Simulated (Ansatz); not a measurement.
Results of the Gaussian-basis code of Ansatz.

A structure relaxed at PBE0-D4/def2-TZVP, charge 0, multiplicity 1:

```xyz
9

F     0.5231    2.1057    0.9236
B     0.5614    1.3370   -0.1615
C    -0.5431    0.2998   -0.4100
Ga   -0.0023   -1.4448    0.3249
F    -0.9320   -1.9104    1.7440
H     1.5144    1.4770   -0.8795
H    -0.6730    0.1018   -1.4788
H    -1.4940    0.5301    0.0755
H     1.0455   -2.4961   -0.1382
```

Q: Give its formula and SMILES.

A: CH4BF2Ga, `FB[CH2][GaH][F]`.

Q: Summarise the bond lengths by kind.

A: 1 × B–F 1.330 Å; 1 × B–C 1.535 Å; 1 × B–H 1.201 Å; 1 × C–Ga 1.969 Å; 2 × C–H 1.092 to 1.095 Å; 1 × F–Ga 1.759 Å; 1 × Ga–H 1.555 Å.
